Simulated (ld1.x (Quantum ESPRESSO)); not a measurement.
Results of a calculation; reference values are marked as such.
Potentials for phosphorus (P) compared

Generated with ld1.x 7.5 (TM, RRKJ, ultrasoft, PAW), atompaw 4.2 or ONCVPSP 4.0.1. The cutoff is in Ry: for ld1.x and atompaw files where the sum of valence levels is converged to 10 mRy in a Bessel basis, for ONCV files where the hardest occupied wave has 1 mHa per electron of residual kinetic energy. The error is the largest all-electron minus pseudo excitation energy over each file’s own four to seven test configurations (ionisations up to +4, promotions, holes and added fractions of an electron), all of which were solved. The labels leave out finer settings (local radius, basis sizes, second energies), which also bear on the numbers. Spin-polarised tests are not counted. The rows are a selection from randomly drawn settings: files with unsolved tests, undetermined cutoffs or missed reference levels are left out.

```tsv
potential	cutoff (Ry)	largest error (meV)	bound ghosts
ultrasoft, PBE, scalar-relativistic, rc 1.85/1.50 (sp), local smoothed, core correction no, reference 3s2 3p1	8	+83	none
TM, PBEsol, scalar-relativistic, rc 1.10/1.85 (sp), local smoothed, core correction yes, reference 3s2 3p2	70	+80	none
TM, PBE, scalar-relativistic, rc 1.40/2.00/2.15 (spd), local s, core correction no, reference 3s2 3p3	25	+208	none
TM, PBE, scalar-relativistic, rc 1.10/1.35/1.20 (spd), local s, core correction no, reference 3s2 3p2	70	+218	none
ultrasoft, LDA (PZ), fully relativistic, rc 1.50/2.00 (sp), local smoothed, core correction yes, reference 3s2 3p3	15	+50	none
```

**Question.** Fill in the row for P: PAW, Wu–Cohen, non-relativistic, rc 1.35/1.95 (sp), local smoothed, core correction yes, reference 3s2 3p3.

**Answer.** cutoff 18 Ry, largest error -155 meV, bound ghosts: none.
